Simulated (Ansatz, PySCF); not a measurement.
Breaking the Mg1–H2 bond in HIMg (SMILES [MgH][I]) (multiplicity 1 held, fragments rigid). Energies count from the point at 1.682 Å.
Geometry at that point (charge 0, multiplicity 1):
```xyz
3

Mg     0.000     0.000    -2.028
H      0.000     0.000    -3.711
I      0.000     0.000     0.529
```

R- and RO- levels are restricted; in cc, def2 and unpolarised 6-31G sets they are followed outwards from rest. Unrestricted levels (U-) break spin symmetry where that is lower. Active spaces are followed from a long bond inwards. Levels need not reach the same state.

Cores are frozen in the correlated methods. Filled d and f shells under p-block atoms count as core. Rows in 3-21G carry no dispersion term and start afresh at each structure; the Pople sets are all-electron and without relativity.

Codes used: Ansatz (a quantum-chemistry and plane-wave program) with Gaussian orbitals; PySCF for 3-21G rows.  In def2 rows elements past Kr take small-core potentials, without spin–orbit coupling.

```csv
level,energy at R = 5.384 Å (kcal/mol)
R-HF/3-21G,143.28
R-HF/def2-TZVPPD,132.33
R-PBE/def2-TZVPPD,90.73
U-r2SCAN/def2-TZVPPD,67.41
U-wB97X-V/def2-TZVPPD,72.16
U-MP2/def2-TZVPPD,65.64
U-SCS-MP2/def2-TZVPPD,69.19
"CASSCF(2,2)/def2-TZVPPD",?
"FIC-MRCISD+Q on CASSCF(2,2)/def2-TZVPPD",70.03
```

Q: What belongs in the gaps?

A: 
- CASSCF(2,2)/def2-TZVPPD, energy at R = 5.384 Å (kcal/mol): 60.03

Doubts at one or more of the structures used: a restricted determinant that unrestricted orbitals would lower (R-HF/3-21G, R-HF/def2-TZVPPD, R-PBE/def2-TZVPPD); a spin-contaminated determinant (U-r2SCAN/def2-TZVPPD, U-wB97X-V/def2-TZVPPD, U-MP2/def2-TZVPPD, U-SCS-MP2/def2-TZVPPD).
